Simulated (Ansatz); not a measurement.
Two structures of SiH2Cl2O2, singlet, reached by relaxing down either side of one saddle point (PBE0-D4/def2-TZVP). Energies are electronic, without zero-point energy. Computed with Ansatz 0.2.0 (basis: def2-TZVPP and def2-QZVPP); correlated methods freeze the cores. Extrapolation: Hartree–Fock as exp(−7.88 √X), correlation as X^−2.97. First:

| atom | x (Å) | y (Å) | z (Å) |
| --- | --- | --- | --- |
| Si1 | 0.0961 | 0.1697 | 0.2077 |
| O2 | -0.7600 | 0.1907 | -1.1697 |
| O3 | 1.3763 | -0.7962 | 0.0169 |
| H4 | 1.2220 | -1.6793 | -0.3246 |
| Cl5 | 0.8170 | 1.9993 | 0.6940 |
| Cl6 | -1.1130 | -0.4582 | 1.7308 |
| H7 | -1.6385 | 0.5742 | -1.1552 |

Second:

Si1  (0.435, 0.065, 0.657)
O2  (-0.332, 0.015, -1.090)
O3  (1.439, -1.063, 0.497)
H4  (0.127, -0.778, -1.422)
Cl5  (0.935, 2.028, 0.775)
Cl6  (-1.317, -0.139, 1.703)
H7  (-1.288, -0.128, -1.119)
(Å)

Task: Which bonds change from the first to the second?

Result: SiH₂Cl₂O₂ ([OH][Si]([OH])([Cl])[Cl]) → SiCl₂O ([O][Si]([Cl])[Cl]) + H₂O (still joined by a long Si–O bond); bonds formed: O2–H4; bonds broken: O3–H4; bonds weakened to dative contacts: Si1–O2.

Task: Give the saddle point's structure and its height above each. (To be estimated.)

Result: Computed: 54.60 kcal/mol above the first and 4.46 kcal/mol above the second (CCSD(T) at an estimated basis limit (MP2 extrapolated from triple and quadruple zeta, plus CCSD(T) − MP2 in triple zeta)).
Si1  (0.323, 0.132, 0.575)
O2  (-0.360, 0.044, -1.123)
O3  (1.246, -1.047, 0.181)
H4  (0.352, -0.773, -1.037)
Cl5  (0.998, 2.015, 0.835)
Cl6  (-1.287, -0.114, 1.792)
H7  (-1.272, -0.256, -1.223)
(Å)

The T1 diagnostic stays at or below 0.014.

Labels in which every atom is bracketed show which atoms are joined, not bond orders.

For scale, one of the runs: CCSD(T)/def2-TZVPP, 216 basis functions, launched by `ansatz run in.yaml --threads 4 --pin off --events-out ev --progress --plain --max-ram 9574MiB`. Time: 86 s of wall clock on 4 CPU threads of an Arm Neoverse V1; the host was shared. Peak host memory: 3 GiB.
